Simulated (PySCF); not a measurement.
# C₆ coefficients of unlike pairs at PBE

Calculated with PySCF 2.14 from the dipole response of each species, C₆(A,B) = (3/π) ∫ α_A(iu) α_B(iu) du, in atomic units, from isotropic polarisabilities. For ions this is the dispersion term alone; charge-induced terms of lower order in 1/R come first.

| species | configuration | basis | relativity | α (bohr³) | C₆ (like pair) |
| --- | --- | --- | --- | --- | --- |
| Zn⁺ | [Ar] 3d10 4s1 (2S) | aug-cc-pwCVTZ-PP with ECP10MDF (8s8p7d4f3g) | core potential | 16.76 | 68.15 |
| F⁺ | [He] 2s2 2p4 (3P) | aug-cc-pCVTZ-DK (7s6p4d2f) | spin-free X2C | 1.875 | 3.547 |
| Au³⁺ | [Xe] 4f14 5d8 (3F) | aug-cc-pVTZ-PP with ECP60MDF (6s6p5d3f2g) | core potential | 6.160 | 35.37 |
| Ar³⁺ | [Ne] 3s2 3p3 (4S) | aug-cc-pV(5+d)Z (8s7p6d4f3g2h) | none | 3.606 | 9.786 |

**Question.** Estimate C₆ for Au³⁺ with Zn⁺.

**Answer.** The integral gives 42.89. The combination rule 2 C_A C_B / (C_A α_B/α_A + C_B α_A/α_B) gives 39.75 and the geometric mean 49.10.

No spin-orbit coupling is included.

The other pairs:

| pair | C₆ |
| --- | --- |
| Ar³⁺, Au³⁺ | 18.43 |
| Ar³⁺, Zn⁺ | 23.52 |
| F⁺, Zn⁺ | 13.41 |
| Au³⁺, F⁺ | 11.20 |
| Ar³⁺, F⁺ | 5.819 |
